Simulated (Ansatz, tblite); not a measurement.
Isomers of As₃P₂⁺ (singlet), found by a short tight-binding search and relaxed with PBE-D4/def2-SVP in Ansatz.

The xTB rows come from tblite. HSE06 is defined as in plane-wave codes, on full-range PBE exchange. Correlated methods freeze 37 core orbitals; core or outer-core shells of As are correlated, in sets that lack core-valence functions.

Run but left out: HF/def2-SVP (B: restricted singlet, unstable towards broken spin symmetry); HF/def2-TZVP (B: restricted singlet, unstable in another Hartree–Fock run and untested here).

B: The restricted singlet is unstable towards broken spin symmetry in Hartree–Fock (as tested in another run); at PBE-D4/def2-TZVP, r2SCAN-D4/def2-TZVP, PBE0-D4/def2-TZVP, HSE06-D4/def2-TZVP this wasn't settled. At CCSD(T)/def2-SVP the restricted singlet (for correlated methods, its reference) is unstable: a solution with broken spin symmetry lies lower.

Other spin states were run for one of them alone.

A:

| atom | x (Å) | y (Å) | z (Å) |
| --- | --- | --- | --- |
| P1 | 0.5811 | 0.2759 | -1.2749 |
| P2 | -1.0139 | -1.2309 | -0.4612 |
| As3 | 1.0559 | -1.2310 | 0.6347 |
| As4 | -1.4033 | 1.0314 | 0.0030 |
| As5 | 0.7801 | 1.1546 | 1.0984 |

B:

```tsv
atom	x (Å)	y (Å)	z (Å)
P1	-0.6598	-1.9748	0.2559
P2	0.8852	-1.6410	-0.9719
As3	-0.6125	1.4829	1.4565
As4	1.1054	1.8662	0.0997
As5	-0.7183	0.2666	-0.8403
```

C:

```xyz
5

P     0.283   -1.000    1.279
P     0.308    1.219    1.064
As    1.329   -0.086   -0.740
As   -0.947    1.156   -0.920
As   -0.973   -1.289   -0.684
```

Question: Estimate which lies lowest at each level, and how far above it the others are (eV).

Answer: 
```
              level     A     B     C
           GFN1-xTB  0.05  1.76  0.00
           GFN2-xTB  0.19  0.65  0.00
   PBE-D4/def2-TZVP  0.18  1.49  0.00
r2SCAN-D4/def2-TZVP  0.18  1.49  0.00
  PBE0-D4/def2-TZVP  0.20  1.67  0.00
 HSE06-D4/def2-TZVP  0.20  1.66  0.00
       MP2/def2-SVP  0.22  1.05  0.00
      CCSD/def2-SVP  0.22  1.03  0.00
   CCSD(T)/def2-SVP  0.21  0.97  0.00
```
Point groups (tolerance 0.1 Å): A Cs, B Cs, C Cs. Lower isomers may exist.
